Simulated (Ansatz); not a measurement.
Reaction (formal exchange of groups at a B–Si bond): `B[Si](Cl)(Cl)Cl` + `[F][GeH3]` → `[BH2][GeH2][F]` + `Cl[SiH](Cl)Cl`

Program: Ansatz. Geometries: PBE0-D4/def2-TZVP. ΔE: electronic, gas phase. CCSD(T)/CBS adds triple-zeta CCSD(T) − MP2 to the extrapolated MP2 energy (def2 sets, frozen cores). This one scheme is used for every species. DFT in def2-TZVPP. For Ge outer-core shells are correlated without core-valence functions, which leaves a few kJ/mol of doubt a bond. Scalar relativity is left out up to krypton.

```tsv
level	ΔE (kJ/mol)
BHLYP-D4	-3.8
HF/def2-SVP	-3.8
CCSD/def2-TZVPP	-7.6
MP2/CBS(def2)	-8.5
```

(1) What does CCSD(T)/CBS give? (Best estimate.)

Largest T1 diagnostic among the species: 0.012.

Results:

(1) The calculation gave: -8.6 kJ/mol. The listed levels differ from it by 4.8, 4.8, 1.0, 0.1 kJ/mol.

Leaving LDA and LC-ωPBE aside and taking each functional with its dispersion term where it has one, the values, not all of them listed here, spread over 7.9 kJ/mol, from B2PLYP to revPBE-D4. At CCSD(T), def2-SVP lies +8.8 kJ/mol from the extrapolated value and def2-TZVPP +2.2 kJ/mol.
